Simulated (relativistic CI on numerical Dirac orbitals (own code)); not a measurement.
## Cd XLI: computed level list

Method of calculation: Dirac-Coulomb-Breit CI, separate exchange-only KLI orbitals for each configuration, a model potential for QED, unscaled Slater integrals (own radial code, finite nucleus).

CI space (outside the closed core 1s2): 2s²2p⁴, 2s2p⁵, 2p⁶, 2p⁵3s, 2p⁵3p, 2p⁵3d, 2s²2p³3s, 2s²2p³3p, 2s²2p³3d, 2s2p⁴3s, 2s2p⁴3p, 2s2p⁴3d, 2s²2p³4s, 2s²2p³4p, 2s²2p³4d, 2s²2p³4f. Levels of other configurations are missing.

| No. | Configuration | Term | J | E (eV) | % | Next component (%) | Landé g | Lifetime (s) |
| --- | --- | --- | --- | --- | --- | --- | --- | --- |
| 41 | 2s²2p³3p | ¹P | 1 | 3765.29 | 43 | 32 ³D | 0.984 | 4.56e-12 |
| 42 | 2s²2p³3p | ³P | 0 | 3767.32 | 68 | 31 ¹S |  | 1.72e-12 |
| 43 | 2s²2p³3p | ³D | 3 | 3768.90 | 64 | 32 ¹F | 1.214 | 4.80e-12 |
| 44 | 2s²2p³3p | ³F | 4 | 3770.58 | 100 |  | 1.239 | 6.46e-12 |
| 45 | 2s²2p³3p | ³P | 1 | 3784.37 | 74 | 18 ¹P | 1.424 | 7.87e-13 |
| 46 | 2s²2p³3p | ¹D | 2 | 3794.11 | 49 | 31 ³P | 1.164 | 7.65e-13 |
| 47 | 2s²2p³3p | ³P | 1 | 3800.47 | 47 | 27 ³S | 1.490 | 8.90e-13 |
| 48 | 2s²2p³3p | ³D | 2 | 3804.74 | 44 | 35 ¹D | 1.139 | 8.71e-13 |
| 49 | 2s2p⁴3s | ⁵P | 3 | 3820.15 | 76 | 20 ³D | 1.578 | 2.55e-13 |
| 50 | 2s²2p³3d | ³D° | 1 | 3826.81 | 45 | 41 ⁵D° | 0.987 | 3.32e-14 |
| 51 | 2s²2p³3d | ³F° | 2 | 3828.14 | 39 | 38 ⁵D° | 1.089 | 3.12e-14 |
| 52 | 2s²2p³3d | ⁵D° | 0 | 3828.58 | 50 | 33 ¹S° |  | 3.06e-14 |
| 53 | 2s²2p³3d | ³G° | 3 | 3833.12 | 31 | 30 ⁵D° | 1.128 | 1.77e-14 |
| 54 | 2s2p⁴3s | ³P | 2 | 3837.16 | 61 | 12 ³D | 1.431 | 3.42e-14 |
| 55 | 2s²2p³3d | ⁵D° | 4 | 3839.74 | 51 | 31 ³G° | 1.277 | 5.55e-11 |
| 56 | 2s²2p³3d | ³D° | 3 | 3841.01 | 61 | 17 ⁵D° | 1.264 | 8.45e-14 |
| 57 | 2s²2p³3d | ³G° | 4 | 3846.68 | 41 | 37 ¹G° | 1.066 | 2.19e-11 |
| 58 | 2s²2p³3d | ³D° | 1 | 3851.80 | 45 | 27 ¹P° | 0.993 | 7.75e-15 |
| 59 | 2s²2p³3d | ³P° | 2 | 3852.04 | 40 | 15 ¹D° | 1.254 | 4.70e-15 |
| 60 | 2s²2p³3d | ³D° | 3 | 3854.28 | 44 | 35 ³F° | 1.186 | 3.61e-15 |
| 61 | 2s²2p³3d | ³F° | 4 | 3858.33 | 70 | 29 ¹G° | 1.167 | 4.94e-11 |
| 62 | 2s²2p³3d | ³G° | 5 | 3859.89 | 100 |  | 1.190 | 5.92e-11 |
| 63 | 2s²2p³3s | ³P° | 2 | 3859.96 | 44 | 14 ³D° | 1.371 | 1.05e-14 |
| 64 | 2s²2p³3d | ³P° | 1 | 3861.63 | 53 | 18 ³D° | 1.194 | 4.16e-15 |
| 65 | 2s²2p³3s | ¹P° | 1 | 3864.59 | 23 | 18 ³D° | 1.304 | 5.51e-15 |
| 66 | 2s²2p³3d | ³D° | 2 | 3865.08 | 78 | 12 ³F° | 1.126 | 4.23e-15 |
| 67 | 2s²2p³3d | ³P° | 0 | 3865.46 | 52 | 46 ¹S° |  | 7.47e-15 |
| 68 | 2s²2p³3d | ³F° | 2 | 3871.64 | 36 | 23 ¹D° | 1.033 | 1.42e-14 |
| 69 | 2s²2p³3d | ³S° | 1 | 3875.26 | 40 | 30 ¹P° | 1.373 | 5.11e-15 |
| 70 | 2s2p⁴3s | ³S | 1 | 3880.02 | 50 | 37 ⁵P | 2.063 | 7.22e-14 |
| 71 | 2s²2p³3d | ¹F° | 3 | 3880.33 | 57 | 31 ³D° | 1.093 | 5.23e-15 |
| 72 | 2s²2p³3d | ¹D° | 2 | 3884.45 | 36 | 32 ³F° | 1.019 | 5.09e-15 |
| 73 | 2s2p⁴3p | ⁵P° | 2 | 3886.78 | 36 | 21 ³P° | 1.644 | 2.76e-13 |
| 74 | 2s2p⁴3s | ³P | 2 | 3886.85 | 45 | 21 ⁵P | 1.414 | 1.58e-13 |
| 75 | 2s2p⁴3s | ³P | 1 | 3887.62 | 39 | 35 ³D | 1.057 | 2.80e-14 |
| 76 | 2s2p⁴3p | ³D° | 3 | 3890.06 | 35 | 27 ⁵D° | 1.368 | 9.37e-14 |
| 77 | 2s²2p³3d | ³D° | 1 | 3891.51 | 45 | 36 ¹P° | 0.872 | 2.70e-15 |
| 78 | 2s²2p³3d | ³P° | 2 | 3893.55 | 39 | 32 ³D° | 1.261 | 3.86e-15 |
| 79 | 2s²2p³3d | ³F° | 3 | 3894.80 | 43 | 33 ¹F° | 1.096 | 4.49e-15 |
| 80 | 2s2p⁴3s | ¹S | 0 | 3898.11 | 56 | 44 ³P |  | 5.41e-14 |
| 81 | 2s²2p³3p | ³P | 1 | 3935.42 | 41 | 18 ³S | 1.515 | 1.62e-12 |
| 82 | 2s²2p³3p | ¹D | 2 | 3938.83 | 31 | 23 ³D | 1.117 | 5.76e-12 |
| 83 | 2s2p⁴3p | ⁵D° | 4 | 3941.23 | 78 | 21 ³F° | 1.434 | 5.86e-12 |
| 84 | 2s2p⁴3p | ³P° | 1 | 3941.67 | 56 | 24 ⁵P° | 1.628 | 5.55e-14 |
| 85 | 2s2p⁴3p | ³D° | 3 | 3942.22 | 49 | 40 ⁵P° | 1.435 | 2.85e-14 |

Energies count from the lowest computed level; ° marks odd parity; lifetimes are radiative, by E1, M1, E2, M2 decay to levels of this space only.

The mean weight of the leading LS term, summed over parents, in these 45 levels is 51 %, and that of the leading jj configuration (from the same eigenvectors) 88 %, so jj coupling describes them better and the LS labels are nominal.

At this charge energies of transitions that change n are usually good to better than 1 %, and those within a shell (Δn = 0) to a few per cent.

LS names give the leading component of a level, which can be under half, so a name can repeat, a term be missing and a line seem to break the LS rules.
